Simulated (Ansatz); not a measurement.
A short molecular-dynamics run on `C[O][Al]([F])[SiH3]`.

```yaml
crystal:
  periodic: [false, false, false]
  atoms:
    - {symbol: C, position_ang: [0.049631, -1.330734, 1.686975]}
    - {symbol: O, position_ang: [0.890097, -1.173322, 0.582754]}
    - {symbol: Al, position_ang: [0.983770, -0.204997, -0.780499]}
    - {symbol: F, position_ang: [2.256686, -0.472955, -1.790760]}
    - {symbol: Si, position_ang: [-0.631274, 1.534924, -1.328939]}
    - {symbol: H, position_ang: [0.613558, -1.174428, 2.611827]}
    - {symbol: H, position_ang: [-0.355961, -2.347056, 1.707027]}
    - {symbol: H, position_ang: [-0.793004, -0.628077, 1.679286]}
    - {symbol: H, position_ang: [-1.683361, 1.632309, -0.279294]}
    - {symbol: H, position_ang: [0.035127, 2.861596, -1.440382]}
    - {symbol: H, position_ang: [-1.300072, 1.245740, -2.627398]}
basis:
  gaussian: {orbitals: "6-31G*"}
magnetization: {spin_polarized: true, initial_magnetization: 0}
hamiltonian: {xc: {name: BLYP}, dispersion: d3bj}
md: {timestep: 2 fs, n_steps: 50, ensemble: nvt_langevin, temperature: 1000, initial_velocities: maxwell_boltzmann, friction: 0.01, seed: 404}
```

```sh
$ ansatz run in.yaml --threads 4 --pin off --events-out ev --progress --plain --max-ram 10444MiB
```

| step | time (fs) | potential energy (eV) | kinetic (eV) | T (K) | conserved (eV) |
| --- | --- | --- | --- | --- | --- |
| 0 | 0.0 | -20374.0564 | 1.2926 | 909 | – |
| 1 | 2.0 | -20373.3933 | 0.7846 | 552 | – |
| 2 | 4.0 | -20373.8100 | 1.0115 | 711 | – |
| 3 | 6.0 | -20373.5460 | 0.8087 | 569 | – |
| 4 | 8.0 | -20373.3979 | 0.6988 | 491 | – |
| 5 | 10.0 | -20373.7983 | 1.0434 | 734 | – |
| 6 | 12.0 | -20373.6422 | 0.9126 | 642 | – |
| 7 | 14.0 | -20373.7041 | 1.0207 | 718 | – |
| 8 | 16.0 | -20373.6356 | 1.0572 | 744 | – |
| 9 | 18.0 | -20373.2764 | 0.9330 | 656 | – |
| 10 | 20.0 | -20373.5136 | 1.1712 | 824 | – |
| 11 | 22.0 | -20373.7284 | 1.3066 | 919 | – |
| 12 | 24.0 | -20373.3198 | 0.8572 | 603 | – |
| 13 | 26.0 | -20373.5484 | 0.7854 | 552 | – |
| 14 | 28.0 | -20373.4827 | 0.5956 | 419 | – |
| 15 | 30.0 | -20373.4779 | 0.6359 | 447 | – |
| 16 | 32.0 | -20373.5959 | 0.7327 | 515 | – |
| 17 | 34.0 | -20373.5364 | 0.7465 | 525 | – |
| 18 | 36.0 | -20373.7009 | 0.9365 | 659 | – |
| 19 | 38.0 | -20373.6565 | 0.9500 | 668 | – |
| 20 | 40.0 | -20373.5004 | 1.0056 | 707 | – |
| 21 | 42.0 | -20373.6842 | 1.0833 | 762 | – |
| 22 | 44.0 | -20373.4485 | 1.0985 | 773 | – |
| 23 | 46.0 | -20373.4838 | 1.1382 | 801 | – |
| 24 | 48.0 | -20373.3195 | 1.0948 | 770 | – |
| 25 | 50.0 | -20373.2109 | 1.0370 | 729 | – |
| 26 | 52.0 | -20373.4619 | 1.1552 | 812 | – |
| 27 | 54.0 | -20373.4043 | 1.2216 | 859 | – |
| 28 | 56.0 | -20373.4020 | 1.2544 | 882 | – |
| 29 | 58.0 | -20373.2494 | 1.2103 | 851 | – |
| 30 | 60.0 | -20372.9471 | 0.9539 | 671 | – |
| 31 | 62.0 | -20373.0722 | 1.0481 | 737 | – |
| 32 | 64.0 | -20373.3610 | 1.1395 | 801 | – |
| 33 | 66.0 | -20373.1825 | 1.1273 | 793 | – |
| 34 | 68.0 | -20373.4868 | 1.3861 | 975 | – |
| 35 | 70.0 | -20373.2785 | 1.1781 | 829 | – |
| 36 | 72.0 | -20373.3106 | 1.4050 | 988 | – |
| 37 | 74.0 | -20373.6819 | 1.8421 | 1296 | – |
| 38 | 76.0 | -20373.2465 | 1.5848 | 1115 | – |
| 39 | 78.0 | -20373.1922 | 1.2578 | 885 | – |
| 40 | 80.0 | -20372.9070 | 1.0517 | 740 | – |
| 41 | 82.0 | -20372.7480 | 1.0090 | 710 | – |
| 42 | 84.0 | -20372.9335 | 1.0607 | 746 | – |
| 43 | 86.0 | -20373.0263 | 1.2054 | 848 | – |
| 44 | 88.0 | -20373.3127 | 1.4832 | 1043 | – |
| 45 | 90.0 | -20373.3886 | 1.7246 | 1213 | – |
| 46 | 92.0 | -20372.9024 | 1.2438 | 875 | – |
| 47 | 94.0 | -20372.8327 | 1.1797 | 830 | – |
| 48 | 96.0 | -20373.0523 | 1.2962 | 912 | – |
| 49 | 98.0 | -20373.0799 | 1.4302 | 1006 | – |
| 50 | 100.0 | -20373.0543 | 1.5014 | 1056 | – |

Velocities are drawn at the set temperature; a run this short doesn't reach equilibrium.

Frames (Å, forces in eV/Å):

```xyz
11
time=0.0 fs
C     0.050   -1.331    1.687   -0.297   -0.012    0.335
O     0.890   -1.173    0.583    0.538   -0.505    0.084
Al    0.984   -0.205   -0.780   -0.469    0.653   -0.352
F     2.257   -0.473   -1.791    0.588   -0.155   -0.427
Si   -0.631    1.535   -1.329    0.096   -0.121    0.055
H     0.614   -1.174    2.612    0.173    0.047    0.324
H    -0.356   -2.347    1.707   -0.146   -0.339    0.025
H    -0.793   -0.628    1.679   -0.294    0.222    0.027
H    -1.683    1.632   -0.279   -0.144    0.036    0.113
H     0.035    2.862   -1.440    0.054    0.181   -0.023
H    -1.300    1.246   -2.627   -0.101   -0.006   -0.161
11
time=6.0 fs
C    -0.021   -1.339    1.690    0.416   -0.365    1.602
O     0.888   -1.172    0.628    0.381    0.196   -0.039
Al    0.992   -0.218   -0.762   -0.997    0.780    0.173
F     2.238   -0.462   -1.795    0.832   -0.250   -0.575
Si   -0.617    1.552   -1.365    0.014    0.677   -0.473
H     0.625   -1.225    2.743   -1.937    0.112   -2.192
H    -0.292   -2.425    1.615   -0.436    0.581    0.526
H    -0.988   -0.669    1.598    1.636   -0.935    0.526
H    -1.818    1.723   -0.401    0.444   -0.226   -0.660
H     0.071    2.932   -1.386   -0.184   -0.563    0.152
H    -0.965    1.378   -2.878   -0.170   -0.007    0.959
11
time=12.0 fs
C    -0.084   -1.361    1.697   -0.700   -3.076   -3.906
O     0.899   -1.144    0.666   -0.240   -0.454    0.898
Al    0.983   -0.216   -0.737   -0.569    0.731   -0.357
F     2.243   -0.445   -1.795    0.262   -0.141   -0.066
Si   -0.593    1.565   -1.399    0.782   -0.864   -0.987
H     0.323   -1.200    2.598    1.858    0.598    3.787
H    -0.448   -2.455    1.628    0.555    1.123    0.199
H    -0.964   -0.785    1.610   -1.335    1.287   -0.422
H    -1.845    1.762   -0.672   -0.726   -0.199    0.122
H     0.102    2.831   -1.216    0.481    0.765    0.025
H    -0.682    1.345   -2.928   -0.366    0.231    0.706
11
time=18.0 fs
C    -0.160   -1.417    1.677   -0.257    5.022    2.285
O     0.906   -1.113    0.740   -0.906   -1.074    0.986
Al    0.965   -0.211   -0.709    0.063    0.216   -0.569
F     2.257   -0.417   -1.795   -0.509   -0.022    0.657
Si   -0.574    1.566   -1.431    0.750    0.999    2.139
H     0.178   -1.055    2.827   -0.508   -1.141   -2.695
H    -0.525   -2.404    1.721    0.072   -1.812   -0.322
H    -1.145   -0.723    1.540    1.845   -1.213   -0.167
H    -1.996    1.736   -0.908    0.460   -0.167   -0.177
H     0.266    2.865   -1.017   -0.813   -0.925   -0.472
H    -0.514    1.391   -2.838   -0.198    0.118   -1.665
11
time=24.0 fs
C    -0.260   -1.408    1.697    1.956   -3.669   -3.237
O     0.897   -1.080    0.847   -0.274   -0.007   -0.627
Al    0.951   -0.199   -0.690    0.316   -0.703    0.182
F     2.265   -0.378   -1.785   -0.813   -0.016    1.018
Si   -0.565    1.575   -1.452    0.474   -1.189   -1.831
H    -0.035   -1.114    2.632    0.954    1.062    3.848
H    -0.460   -2.578    1.716    0.307    2.005   -0.243
H    -1.080   -0.883    1.372   -2.638    1.171   -0.934
H    -2.006    1.619   -1.170   -0.355    0.117    0.430
H     0.248    2.669   -0.937    0.050    1.000    0.152
H    -0.480    1.517   -3.039    0.021    0.229    1.242
11
time=30.0 fs
C    -0.310   -1.410    1.698    0.452    2.229   -0.173
O     0.870   -1.044    0.908   -0.044    0.815   -1.036
Al    0.945   -0.189   -0.668    0.308   -0.775    0.507
F     2.265   -0.352   -1.756   -0.732   -0.086    1.009
Si   -0.554    1.560   -1.483   -0.189   -0.329    1.260
H    -0.136   -1.081    2.812   -0.606   -0.291   -1.824
H    -0.303   -2.466    1.640   -0.517   -1.612    0.267
H    -1.270   -0.991    1.195    1.058   -0.446    1.172
H    -2.046    1.565   -1.257    0.240    0.052    0.520
H     0.206    2.709   -0.880   -0.362    0.285   -0.093
H    -0.537    1.641   -2.901    0.392    0.159   -1.609
11
time=36.0 fs
C    -0.326   -1.395    1.666    0.361   -2.102    0.455
O     0.839   -0.978    0.934   -0.225    0.701   -0.902
Al    0.945   -0.185   -0.649   -0.192   -0.301    0.543
F     2.251   -0.326   -1.703   -0.093   -0.238    0.551
Si   -0.554    1.532   -1.523   -0.695    0.992   -0.238
H    -0.358   -1.021    2.716    0.548   -0.061   -0.315
H    -0.296   -2.558    1.685   -0.114    1.491    0.248
H    -1.310   -1.141    1.269   -0.232    0.424   -0.735
H    -2.080    1.505   -1.182    0.956   -0.063   -0.025
H     0.051    2.823   -0.865   -0.455   -0.662   -0.452
H    -0.516    1.737   -3.066    0.142   -0.181    0.873
11
time=42.0 fs
C    -0.335   -1.418    1.631   -0.955    0.748   -0.285
O     0.804   -0.906    0.944    0.029   -0.161   -0.715
Al    0.949   -0.169   -0.625   -0.870    0.283    0.455
F     2.235   -0.302   -1.649    0.768   -0.393   -0.055
Si   -0.577    1.495   -1.579    0.578   -0.025   -0.269
H    -0.431   -0.944    2.590    0.463    0.288    1.156
H    -0.326   -2.491    1.769    0.439   -0.739   -0.039
H    -1.341   -1.174    1.217    0.307    0.017   -0.760
H    -1.920    1.390   -1.048   -1.149   -0.460   -0.088
H    -0.306    2.784   -0.932    0.580    0.664    0.175
H    -0.468    1.731   -3.081   -0.191   -0.222    0.424
11
time=48.0 fs
C    -0.376   -1.426    1.618    0.126    2.214    1.007
O     0.769   -0.845    0.963    0.738   -0.944    0.094
Al    0.937   -0.165   -0.578   -0.368    0.962   -0.725
F     2.229   -0.299   -1.602    0.733   -0.444    0.011
Si   -0.590    1.452   -1.638   -0.817    0.966    3.040
H    -0.409   -0.785    2.627   -0.675   -1.608   -1.660
H    -0.267   -2.521    1.838    0.001    0.658   -0.249
H    -1.222   -1.181    0.917   -0.201   -0.622    1.146
H    -1.953    1.084   -0.962    0.436    0.126   -0.888
H    -0.477    2.932   -1.023    0.215   -1.212   -0.507
H    -0.553    1.635   -3.057   -0.188   -0.095   -1.270
11
time=54.0 fs
C    -0.416   -1.386    1.616    1.221   -2.673   -3.155
O     0.728   -0.802    0.972    0.018   -0.957    1.846
Al    0.899   -0.159   -0.528    0.731    1.575   -2.855
F     2.233   -0.315   -1.546    0.054   -0.388    0.560
Si   -0.613    1.417   -1.658   -0.879   -0.920   -1.039
H    -0.578   -0.931    2.507   -0.925    1.865    2.983
H    -0.212   -2.473    1.838    0.006    0.577   -0.170
H    -1.252   -1.372    0.906   -0.583    0.184    0.360
H    -1.921    0.830   -1.101    0.093    0.522   -0.338
H    -0.492    2.822   -1.246    0.020    0.464    0.284
H    -0.744    1.470   -3.268    0.244   -0.249    1.524
11
time=60.0 fs
C    -0.430   -1.360    1.586   -3.086   -0.253    2.694
O     0.683   -0.747    1.010   -0.466   -0.300    1.413
Al    0.869   -0.140   -0.511    0.718    1.463   -2.907
F     2.240   -0.330   -1.466    0.066   -0.355    0.532
Si   -0.645    1.379   -1.678    0.031   -0.619    1.601
H    -0.862   -0.874    2.644    1.561   -0.733   -2.274
H    -0.170   -2.387    1.794    0.407   -0.726    0.617
H    -1.442   -1.531    1.048    1.349    0.992   -0.461
H    -1.916    0.731   -1.304   -0.780    0.251    0.808
H    -0.494    2.805   -1.333   -0.152    0.365    0.310
H    -0.983    1.305   -3.034    0.351   -0.087   -2.333
11
time=66.0 fs
C    -0.490   -1.353    1.613    2.860   -3.165   -1.827
O     0.637   -0.692    1.063    0.407    0.779   -1.055
Al    0.845   -0.107   -0.537    0.118    0.290   -0.054
F     2.247   -0.354   -1.383    0.547   -0.297    0.029
Si   -0.681    1.338   -1.692   -1.934    0.434   -1.125
H    -0.777   -0.864    2.429   -1.228    2.239    4.163
H    -0.030   -2.355    1.913   -1.357    0.501   -0.214
H    -1.368   -1.405    1.005   -0.728   -0.467   -1.153
H    -2.055    0.757   -1.317    0.292    0.443    0.538
H    -0.610    2.865   -1.331   -0.073   -1.020   -0.205
H    -1.112    1.173   -3.218    1.096    0.263    0.903
11
time=72.0 fs
C    -0.552   -1.375    1.642    0.069    3.507   -0.001
O     0.593   -0.622    1.096    0.187   -0.268   -1.156
Al    0.819   -0.072   -0.569    0.010   -0.390    1.460
F     2.262   -0.384   -1.315    0.541   -0.183   -0.143
Si   -0.745    1.306   -1.705   -0.796   -1.770   -1.796
H    -0.819   -0.664    2.588   -0.360   -1.948   -1.906
H    -0.172   -2.330    1.991   -0.286   -0.582   -0.001
H    -1.332   -1.401    0.777    0.479   -0.402    1.928
H    -2.065    0.951   -1.159   -0.567   -0.287    0.202
H    -0.690    2.669   -1.397    0.410    2.142    0.347
H    -0.908    1.102   -3.260    0.314    0.179    1.068
11
time=78.0 fs
C    -0.607   -1.356    1.672    0.921    1.037   -0.987
O     0.552   -0.558    1.101   -1.072   -1.286    0.107
Al    0.798   -0.042   -0.593   -0.077   -0.645    2.147
F     2.283   -0.408   -1.242    0.257   -0.030   -0.186
Si   -0.816    1.273   -1.721   -1.018    2.067    2.408
H    -1.127   -0.822    2.458    0.069    0.692    0.423
H    -0.465   -2.372    2.044    1.435   -0.248    0.254
H    -1.316   -1.543    0.899   -1.065    0.181   -1.122
H    -2.220    1.103   -1.027    0.749   -0.321   -1.008
H    -0.678    2.840   -1.371    0.229   -1.348   -0.471
H    -0.510    1.047   -3.095   -0.426   -0.098   -1.565
11
time=84.0 fs
C    -0.652   -1.328    1.668   -0.976   -1.500   -1.181
O     0.529   -0.508    1.099   -2.197   -1.582    0.882
Al    0.782   -0.027   -0.593    0.010   -0.673    1.716
F     2.306   -0.420   -1.172   -0.188    0.152   -0.108
Si   -0.888    1.260   -1.714    1.637   -0.233   -1.830
H    -1.368   -0.888    2.430    1.289    0.781   -0.562
H    -0.418   -2.362    2.155    0.857    1.633   -0.715
H    -1.420   -1.698    0.855    1.352    0.923    0.619
H    -2.255    1.116   -1.231   -0.772   -0.406   -0.211
H    -0.585    2.676   -1.509    0.198    0.683    0.136
H    -0.369    1.004   -3.243   -1.209    0.221    1.256
11
time=90.0 fs
C    -0.674   -1.330    1.614    0.712    3.090    0.106
O     0.493   -0.466    1.114   -1.419   -0.337   -0.700
Al    0.751   -0.012   -0.576    0.763   -0.931    1.508
F     2.321   -0.432   -1.112   -0.985    0.437    0.040
Si   -0.943    1.235   -1.715    0.046    0.623   -0.749
H    -1.319   -0.733    2.368    0.860   -0.682   -1.041
H    -0.078   -2.037    2.117    0.048   -1.742    0.918
H    -1.313   -1.726    0.818    0.001   -0.150   -0.164
H    -2.455    1.053   -1.532    0.681    0.143    0.209
H    -0.422    2.673   -1.640   -0.526   -0.259    0.289
H    -0.647    0.997   -3.150   -0.180   -0.192   -0.417
11
time=96.0 fs
C    -0.630   -1.282    1.560    2.781   -1.267    0.169
O     0.431   -0.428    1.108    0.314    0.944   -1.260
Al    0.721    0.002   -0.541    1.012   -0.799    0.471
F     2.309   -0.430   -1.053   -1.223    0.550    0.082
Si   -0.999    1.208   -1.725    0.112    0.365   -1.524
H    -1.222   -0.677    2.216   -1.167    0.062    0.583
H     0.071   -1.981    2.160   -2.084   -0.099   -0.409
H    -1.180   -1.799    0.716    0.123    0.293    0.880
H    -2.523    1.025   -1.731    0.475    0.434    1.033
H    -0.310    2.622   -1.698   -0.982   -0.591    0.011
H    -1.015    0.801   -3.183    0.638    0.108   -0.036
11
time=100.0 fs
C    -0.563   -1.264    1.518   -1.549    0.180    2.702
O     0.395   -0.389    1.092    1.199    0.624    0.238
Al    0.708   -0.006   -0.511    1.022   -0.216   -1.162
F     2.295   -0.423   -1.018   -1.110    0.483    0.075
Si   -1.033    1.201   -1.744    0.638   -2.361   -2.087
H    -1.340   -0.741    2.138    0.081   -0.049   -0.375
H    -0.180   -2.008    2.202    0.766   -0.570    0.569
H    -1.075   -1.839    0.795   -0.873   -0.666   -1.727
H    -2.461    1.072   -1.709   -1.259    0.272    1.241
H    -0.422    2.481   -1.715    0.166    1.775   -0.191
H    -1.176    0.644   -3.225    0.921    0.528    0.717
```

Hardware: 4 threads of an Arm Neoverse V2 on a shared host. Wall time 77 s, peak host memory 0.46 GiB.
